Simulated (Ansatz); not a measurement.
These are B3LYP-D3(BJ)/def2-TZVP in Ansatz (a quantum-chemistry and plane-wave program) values and carry that method's errors. No frequencies were computed at this level.

Ansatz 0.2 input:
```yaml
crystal:
  periodic: [false, false, false]
  atoms:
    - { symbol: O, position_ang: [1.262459, -0.412734, 0.430173] }
    - { symbol: C, position_ang: [0.485872, 0.439745, 0.121396] }
    - { symbol: O, position_ang: [-0.686144, 0.429003, -0.4132] }
    - { symbol: H, position_ang: [-1.062189, -0.456013, -0.631245] }
basis:
  gaussian: { orbitals: def2-tzvp }
hamiltonian:
  xc: b3lyp
  dispersion: d3bj
relax:
  max_steps: 150
magnetization:
  spin_polarized: true
  initial_magnetization: 1
```

Output:

```
Functional definition: B3LYP
526 factors; their error is unknown
mean field evaluation 1: about -5143.1824 eV, gradient 3.9e1 eV
mean field evaluation 2: about -5133.3302 eV, gradient 6.6e1 eV
mean field evaluation 4: about -5147.7604 eV, gradient 3.7e0 eV
mean field evaluation 8: about -5147.8142 eV, gradient 2.2e-1 eV
mean field evaluation 16: about -5147.8144 eV, gradient 8.7e-5 eV
mean field -5147.81435307 eV, -189.1786881615 hartree, gradient 2.3e-5 eV, S^2 0.753304; 0 other end points of the search recorded, 0 dependent functions left out
reference -5147.81452825 eV, -189.1786945993 hartree; 12, 11 occupied and 87, 88 virtual orbitals, 526 factors
relax step   1: F+E_penalty+E_count = -5147.87684692 eV  Δ(F+E_penalty+E_count) = +0.000e0 eV  max|allowed force component| = 1.613e0 eV/Å  Δτ_max = 0.0000 Å  (31 SCF iters, accepted)
these checks for a lower state are left out or cut short: starts, cluster_reference, orbital_swaps, neighbouring_geometries, increment
526 factors; their error is unknown
mean field -5147.84169921 eV, -189.1796931134 hartree, gradient 2.1e-5 eV, S^2 0.753248; 0 other end points of the search recorded, 0 dependent functions left out
reference -5147.84187383 eV, -189.1796995307 hartree; 12, 11 occupied and 87, 88 virtual orbitals, 526 factors
relax step   2: F+E_penalty+E_count = -5147.90428702 eV  Δ(F+E_penalty+E_count) = -2.744e-2 eV  max|allowed force component| = 8.366e-1 eV/Å  Δτ_max = 0.0184 Å  (34 SCF iters, accepted)
these checks for a lower state are left out or cut short: starts, cluster_reference, orbital_swaps, neighbouring_geometries, increment
526 factors; their error is unknown
mean field evaluation 32: about -5147.8651 eV, gradient 1.9e-5 eV
mean field -5147.86509234 eV, -189.1805527953 hartree, gradient 1.9e-5 eV, S^2 0.753234; 0 other end points of the search recorded, 0 dependent functions left out
reference -5147.86526627 eV, -189.1805591870 hartree; 12, 11 occupied and 87, 88 virtual orbitals, 526 factors
relax step   3: F+E_penalty+E_count = -5147.92788247 eV  Δ(F+E_penalty+E_count) = -2.360e-2 eV  max|allowed force component| = 1.932e-1 eV/Å  Δτ_max = 0.0515 Å  (34 SCF iters, accepted)
these checks for a lower state are left out or cut short: starts, cluster_reference, orbital_swaps, neighbouring_geometries, increment
526 factors; their error is unknown
mean field -5147.86538046 eV, -189.1805633834 hartree, gradient 2.2e-5 eV, S^2 0.753196; 0 other end points of the search recorded, 0 dependent functions left out
reference -5147.86555423 eV, -189.1805697694 hartree; 12, 11 occupied and 87, 88 virtual orbitals, 526 factors
relax step   4: F+E_penalty+E_count = -5147.92825359 eV  Δ(F+E_penalty+E_count) = -3.711e-4 eV  max|allowed force component| = 1.720e-1 eV/Å  Δτ_max = 0.0119 Å  (35 SCF iters, accepted)
these checks for a lower state are left out or cut short: starts, cluster_reference, orbital_swaps, neighbouring_geometries, increment
526 factors; their error is unknown
mean field -5147.86581375 eV, -189.1805793067 hartree, gradient 2.1e-5 eV, S^2 0.753218; 0 other end points of the search recorded, 0 dependent functions left out
reference -5147.86598757 eV, -189.1805856943 hartree; 12, 11 occupied and 87, 88 virtual orbitals, 526 factors
relax step   5: F+E_penalty+E_count = -5147.92865795 eV  Δ(F+E_penalty+E_count) = -4.044e-4 eV  max|allowed force component| = 1.971e-2 eV/Å  Δτ_max = 0.0045 Å  (36 SCF iters, accepted)
these checks for a lower state are left out or cut short: starts, cluster_reference, orbital_swaps, neighbouring_geometries, increment
526 factors; their error is unknown
mean field -5147.86582472 eV, -189.1805797098 hartree, gradient 2.1e-5 eV, S^2 0.753215; 0 other end points of the search recorded, 0 dependent functions left out
reference -5147.86599855 eV, -189.1805860978 hartree; 12, 11 occupied and 87, 88 virtual orbitals, 526 factors
relax step   6: F+E_penalty+E_count = -5147.92866853 eV  Δ(F+E_penalty+E_count) = -1.058e-5 eV  max|allowed force component| = 2.052e-3 eV/Å  Δτ_max = 0.0006 Å  (37 SCF iters, accepted)
526 factors; their error is unknown
mean field evaluation 64: about -5147.8089 eV, gradient 3.9e0 eV
mean field -5147.86582472 eV, -189.1805797098 hartree, gradient 2.1e-5 eV, S^2 0.753215; 1 other end points of the search recorded, 0 dependent functions left out
reference -5147.86599855 eV, -189.1805860978 hartree; 12, 11 occupied and 87, 88 virtual orbitals, 526 factors
Total energy: -5147.92884236 eV, -189.1828955651 hartree
Atom 0 at     1.214193    -0.435565     0.406985 Å, force    -0.000631     0.000141    -0.000280 eV/Å
Atom 1 at     0.491442     0.455399     0.124742 Å, force     0.000093     0.000469     0.000067 eV/Å
Atom 2 at    -0.712938     0.450918    -0.424232 Å, force     0.001461     0.001442     0.000742 eV/Å
Atom 3 at    -0.992699    -0.470751    -0.600372 Å, force    -0.000923    -0.002052    -0.000529 eV/Å
Dipole moment:    -0.349550    -0.161646    -0.167798 e Å
```

Cost: very roughly 16 core-seconds.
